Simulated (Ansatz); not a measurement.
The same group exchange along the group B, Al, Ga, In.

Computed with Ansatz on PBE0-D4/def2-TZVP structures; ΔE is electronic, products minus reactants. CCSD(T)/CBS is the MP2 limit (def2-TZVPP, def2-QZVPP) plus CCSD(T) − MP2 in def2-TZVPP, frozen cores. This one scheme is used for every species. def2 core potentials past Kr. For Ga, In outer-core shells are correlated without core-valence functions, which leaves a few kJ/mol of doubt a bond. Scalar relativity is left out up to krypton. One conformer a species, not always the lowest.

(1) Order these by ΔE at CCSD(T)/CBS, lowest first. (An estimate is asked.)
A. `[SiH3][CH2][InH2]` + `C[SiH2]F` → `F[SiH2]CC[SiH3]` + `[InH3]`
B. `BC[SiH3]` + `C[SiH2]F` → `F[SiH2]CC[SiH3]` + BH₃
C. `[SiH3][CH2][GaH2]` + `C[SiH2]F` → `F[SiH2]CC[SiH3]` + `[GaH3]`

Largest T1 diagnostic: 0.014, for `[InH3]`.

## Answers

(1) A (+65.3 kJ/mol), C (+74.3 kJ/mol), B (+90.9 kJ/mol).
